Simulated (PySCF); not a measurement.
Point groups of optimised structures. Computed, not measured: PySCF 2.14.0, PBE0-D3(BJ)/def2-SVP geometry optimisation, gas phase, def2 core potentials past Kr. The symmetry is that of the one conformer found, every atom within 0.08 Å of its image; none is proved a minimum here. The geometries of the anions come from a basis without diffuse functions.

Question: What symmetry has Te(CN)2, `N#C[Te]C#N`?

Answer: C2v; asymmetric top; symmetry number 2; 4 operations, which sort the 5 atoms into 3 sets; dipole 4.55 D, along b, the twofold axis.

Question: What symmetry has `[CH3:1][c:2]1[cH:3][n:4][s:5][cH:6]1` with H–C1–C2–C3 59° (nearest H)?

Answer: Cs; asymmetric top; symmetry number 1; 2 operations, which sort the 11 atoms into 10 sets; dipole 2.80 D, in the ab plane, which is the mirror; A, B, C = 7360, 2514, 1896 MHz; heavy atoms equivalent by symmetry: none.

Question: Point group, rotor type and polarity of `[CH3:1][O:2][CH2:3][CH2:4][O:5][CH3:6]` with C1–O2–C3–C4 180°, O2–C3–C4–O5 180°, C3–C4–O5–C6 180°, H–C1–O2–C3 -61° (nearest H), H–C6–O5–C4 61° (nearest H)?

Answer: C2h; near-prolate asymmetric top; symmetry number 2; 4 operations, which sort the 16 atoms into 6 sets; dipole forbidden by symmetry (computed 0.00 D); A, B, C = 19288, 1302, 1259 MHz.

Question: What symmetry has `[Br:1][CH2:2][Br:3]`?

Answer: C2v; near-prolate asymmetric top; symmetry number 2; 4 operations, which sort the 5 atoms into 3 sets; dipole 1.48 D, along b, the twofold axis; A, B, C = 26811, 1224, 1180 MHz; heavy atoms equivalent by symmetry: Br1/Br3.

Question: Point group, rotor type and polarity of `[CH3:1][c:2]1[cH:3][n:4][cH:5][s:6]1` with H–C1–C2–C3 1° (nearest H)?

Answer: Cs; asymmetric top; symmetry number 1; 2 operations, which sort the 11 atoms into 10 sets; dipole 2.02 D, in the ab plane, which is the mirror; A, B, C = 5395, 3184, 2028 MHz; heavy atoms equivalent by symmetry: none.

Question: `[AlH3-:1][CH:2]1[CH2:3][CH2:4][CH2:5][CH2:6]1` (charge -1) with Al1–C2–C3–C4 166°, C2–C3–C4–C5 -25°, C3–C4–C5–C6 0°, C4–C5–C6–C2 25°: symmetry, top, dipole?

Answer: Cs; asymmetric top; symmetry number 1; 2 operations, which sort the 18 atoms into 11 sets; dipole about the centre of mass 8.93 D, in the ac plane, which is the mirror; heavy atoms equivalent by symmetry: C3/C6, C4/C5.

Question: What symmetry has MgMeH, `[MgH][CH3]`?

Answer: C3v; prolate symmetric top; symmetry number 3; 6 operations, which sort the 6 atoms into 4 sets; dipole 0.50 D, along the axis.

Question: What symmetry has `[F:1][CH:2]1[CH2:3][CH2:4][CH2:5][CH2:6]1` with F1–C2–C3–C4 76°, C2–C3–C4–C5 24°, C3–C4–C5–C6 0°, C4–C5–C6–C2 -25°?

Answer: Cs; asymmetric top; symmetry number 1; 2 operations, which sort the 15 atoms into 9 sets; dipole 1.68 D, in the ac plane, which is the mirror; heavy atoms equivalent by symmetry: C3/C6, C4/C5.
